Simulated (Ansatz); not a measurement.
ammonia borane (H6BN), singlet, geometry from GFN2-xTB. Base run: Ansatz (a program for electronic structure) with B3LYP/aug-cc-pVDZ.

Geometry (Å):
```xyz
8

B     -0.9149     0.1121    -0.0166
N      0.7309    -0.0896     0.0133
H     -1.3140    -0.6417    -0.8474
H     -1.0915     1.2550    -0.2997
H     -1.2900    -0.1605     1.0800
H      0.9339    -1.0529     0.2512
H      1.1201     0.5346     0.7096
H      1.1000     0.1319    -0.9035
```
All else is at Ansatz's defaults.

The base run was repeated with changes; each row names its change, and settings that it needs were set with it.

```
change                                                                basis functions     E (Eh)
--------------------------------------------------------------------  ---------------  ---------
base                                                                              100  -83.22826
basis = x2c-SVPall; relativity = spin-free X2C                                     58  -83.19028
basis = cc-pVDZ-DK; relativity = spin-free X2C; nucleus = Gaussian                 58  -83.25283
basis = x2c-SVPall; relativity = none                                              58  -83.15502
basis = cc-pVDZ-DK; relativity = none                                              58  -83.21516
basis = ANO-RCC-VDZP; relativity = none                                            58  -83.24731
basis = ANO-RCC-VDZP; relativity = spin-free X2C                                   58  -83.28675
basis = ANO-RCC-VDZP; relativity = spin-free X2C; nucleus = Gaussian               58  -83.28674
basis = x2c-SVPall; relativity = spin-free X2C; nucleus = Gaussian                 58  -83.19027
basis = cc-pVDZ-DK; relativity = spin-free X2C                                     58  -83.25284
```

Total energies compare only within one method and basis.

Ansatz warned in this series: the basis is contracted for relativity, which the run leaves out.

Basis sets contracted for a relativistic Hamiltonian are a mismatch without it, so the rows without relativity aren't non-relativistic limits. No row has spin-orbit coupling; sets with core potentials leave out the core electrons.
